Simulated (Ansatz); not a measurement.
Isomers of FeN3F3H9 (sextet), relaxed with PBE-D4/def2-SVP; total energies from Ansatz at ωB97X-V/def2-TZVP.

```tsv
isomer	description	energy (Eh)
A	mer-FeF3(NH3)3 (FeN₃F₃H₉)	-1733.00089
B	fac-FeF3(NH3)3 (FeN3F3H9)	-1732.99944
```

Question: Work out the relative energies (1 Eh = 2625.5 kJ/mol) and the Boltzmann populations at 800 K from electronic energies alone (R = 8.314 J/mol/K).

Answer: ΔE: A 0.0, B 3.8 kJ/mol. RT = 6.65 kJ/mol. Factors exp(−ΔE/RT): A 1, B 0.565; sum 1.565. Populations: A 63.9 %, B 36.1 %. Zero-point energy, vibrational entropy and symmetry numbers are left out and can shift these; an error of 4 kJ/mol changes a ratio by a factor of 1.8. Over the other density-functional and correlated levels in def2 sets, the gap between A and B ranges from -8 to 5 kJ/mol.
